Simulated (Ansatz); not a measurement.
Consider the cleavage of the Si–Al bond: `C[O][AlH][SiH2]S` + `C[SeH]` → `C[Se][SiH2]S` + `C[O][AlH2]`.

Isolated molecules relaxed with PBE0-D4/def2-TZVP in Ansatz; ΔE leaves out vibrations. CBS: MP2 limit from def2 TZ/QZ plus the TZ coupled-cluster correction, frozen cores. DFT in def2-TZVPP. For Se outer-core shells are correlated without core-valence functions, which leaves a few kJ/mol of doubt a bond. Scalar relativity is left out up to krypton. Each species was taken in one conformer, which may not be the lowest.

`C[O][AlH][SiH2]S`:

Cartesian coordinates in Å:
```
C 0.532 0.864 -2.156
O 0.242 0.308 -0.905
Al -0.523 0.847 0.504
Si -0.515 -0.935 2.171
S 0.502 -2.589 1.243
H 0.062 0.272 -2.947
H 0.178 1.898 -2.246
H 1.613 0.857 -2.327
H -1.101 2.325 0.555
H 0.190 -0.562 3.431
H -1.883 -1.358 2.588
H 0.702 -1.929 0.088
```

`C[SeH]`:

```xyz
6

C     0.077   -0.091    0.533
Se   -0.288   -0.602   -1.312
H     1.059    0.368    0.616
H     0.061   -1.015    1.109
H    -0.697    0.578    0.904
H    -0.212    0.761   -1.850
```

`C[Se][SiH2]S`:

Z-matrix (Å, degrees):
```
C
Se 1 1.957
H 1 1.088 2 109.7
H 1 1.088 2 106.5 3 -118.9
H 1 1.088 2 110.1 3 122.1
Si 2 2.261 1 97.0 3 -52.5
S 6 2.138 2 113.4 1 56.8
H 6 1.484 2 112.4 1 -59.3
H 6 1.483 2 105.0 1 -179.9
H 7 1.344 6 94.4 2 57.6
```

`C[O][AlH2]`:

```xyz
8

C     0.390   -0.829   -0.867
O    -0.109   -0.494    0.394
Al   -0.507    0.960    1.150
H     1.336   -1.371   -0.765
H     0.569    0.051   -1.498
H    -0.316   -1.484   -1.389
H    -0.311    2.314    0.349
H    -1.052    0.853    2.626
```

```
           species  PBE0-D4 energy (Eh)
`C[O][AlH][SiH2]S`          -1047.29336
          `C[SeH]`          -2441.74215
    `C[Se][SiH2]S`          -3130.46003
      `C[O][AlH2]`           -358.59658
```

Question: Work out ΔE.

Answer: ΔE = (-3130.46003) + (-358.59658) − (-1047.29336) − (-2441.74215) = -0.02110 Eh = -55.4 kJ/mol. CCSD(T)/CBS gives -63.8 kJ/mol.

Largest T1 diagnostic among the species: 0.013.

From PBE to PBE0 (25 % exact exchange), in def2-TZVPP and without D4, ΔE moves by −3.7 kJ/mol. The D4 term adds −4.8 kJ/mol with B3LYP and −2.3 kJ/mol with PBE0; it sums over pairs of atoms, weighted by their polarisabilities, and B3LYP, whose exchange is more repulsive, gets the larger term.

B3LYP here is the variant with VWN-RPA as its local correlation; programs differ in this.
